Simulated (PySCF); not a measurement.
SMILES CSC[SiH2]c1occc1, singlet at its GFN2-xTB optimised geometry (Å):

```
19

C     -0.1654    -2.3365     2.7832
S      0.6245    -2.8708     1.2423
C     -0.7634    -2.7107     0.0734
Si    -1.5927    -0.9927    -0.0198
C     -0.2827     0.3398     0.0000
C      1.0883     0.3398     0.0000
C      1.4954     1.6912     0.0000
C      0.3469     2.4233    -0.0022
O     -0.7267     1.6239    -0.0030
H     -1.0728    -2.9122     2.9413
H     -0.3863    -1.2739     2.7328
H      0.5436    -2.5330     3.5809
H     -0.3273    -2.9775    -0.8872
H     -1.4901    -3.4817     0.3277
H     -2.4986    -0.8158     1.1238
H     -2.3670    -0.9581    -1.2654
H      1.7197    -0.5250     0.0083
H      2.4986     2.0657     0.0021
H      0.1727     3.4817    -0.0013
```

Calculation: PySCF with PBE/def2-SVP. Cells within 0.4 Å of a nucleus heavier than hydrogen are left out (blank, or x).

Map of the electrostatic potential (hartree/e), clipped to [-0.08, 0.12] on the plane z = 1.0 Å:

```
|2222222222222223322222222222222|
|2222222222222233333222222222222|
|2222222222222333333322222222222|
|2222222222222333333322222222222|
|2222222222222334433322222222222|
|2222222222222344433222222222222|
|2222222222222344443222222222222|
|2222222111112346653222333322222|
|2222222111112358963333333322222|
|2222221111002468964554433322222|
|2222221111002567756874333322222|
|2222222111113566556864333222222|
|2222222221123566555543222222222|
|2222222222334687556532222222222|
|2222222233455797568742222222222|
|2222222456787776457532222222222|
|2222223999999854233332222222222|
|2222225999999963211222222222222|
|2222224999999974210111122222222|
|2222223699999975421000111222222|
|2222223458999999996100011122222|
|2222223345689999999910011122222|
|2222223334579999999941011112222|
|2222233334589999xx9961011112222|
|2222233345799999999951011112222|
|2222233345897689999821111112222|
|2222233334665334663100111112222|
|2222223333443211000000111112222|
|2222223333332210000001111122222|
|2222222233222211000011111122222|
|2222222222222211111111111222222|
```
Scale: ten equal steps from -0.039 (start of '0') to 0.120 (end of '9'), in the order '0123456789'; x runs from -5.50 to 5.50, y from -5.50 (bottom) to 5.50 (top).
